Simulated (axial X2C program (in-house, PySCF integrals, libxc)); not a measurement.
# Working with the constants of CuH

A bond curve at the PBE0 level, with spin–orbit coupling, was computed with an in-house all-electron X2C program for linear molecules (integrals from PySCF) (basis Cu dyall-cv3z [9s9p6d3f2g], H dyall-v3z [6s2p1d] (cores contracted in-house)) for the state Ω = 0 (closed shell). Its fit gives Re = 1.4598 Å, ωe = 1961.0 cm⁻¹, ωexe = 34.8 cm⁻¹ and αe = 2.457e-01 cm⁻¹; the masses are 62.9296 and 1.0078 u. Two-component means X2C with spin–orbit coupling and atomic mean-field Coulomb and Gaunt terms.

Find the reduced mass, Be and the force constant.

From the PBE0 values: μ = 0.9919 u. Be = 16.8576/(μ Re²) = 7.975 cm⁻¹. k = 5.8918×10⁻⁷ μ ωe² = 2.25 mdyn/Å.

The dipole moment p changes by 1.22 D/Å at Re. What harmonic infrared intensity follows?

I = 42.256 × (dp/dR)²/μ = 63 km/mol.

Scale the constants to the deuteride (D 2.0141 u) within the Born–Oppenheimer picture.

ρ = √(μH/μD) = 0.7129; ωe = 1398.0, ωexe = 17.7, Be = 4.053 cm⁻¹; the zero-point energy falls by 277 cm⁻¹.

Estimate the centrifugal constant by the Kratzer relation.

D = 4Be³/ωe² = 5.28e-04 cm⁻¹.

Give B0, the J = 1←0 line in GHz and the most populated J at 300 K (kT = 208.5 cm⁻¹).

B0 = Be − αe/2 = 7.852 cm⁻¹; 2B0 = 470.8 GHz; J(max) ≈ √(kT/2B0) − 1/2 = 3.1, so J = 3.

One determinant describes the state; a PBE0 search over occupations chose it and may have missed a lower one.
